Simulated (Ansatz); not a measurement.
`[SiH3]C1=CC1Cl`, charge 0, multiplicity 1.

Q: Give a relaxed structure at PBE0-D4/def2-TZVP (Ansatz). (Estimate.)

A: Ansatz gave: 
```xyz
10

Si   -0.886    1.131    0.914
C     0.110   -0.208    0.130
C     1.051   -1.111    0.138
C     0.394   -0.927   -1.140
Cl    1.242   -0.067   -2.468
H    -2.323    0.771    0.820
H    -0.492    1.280    2.337
H    -0.641    2.393    0.175
H     1.835   -1.619    0.676
H    -0.291   -1.643   -1.582
```
This is one stationary point; other conformers may exist.
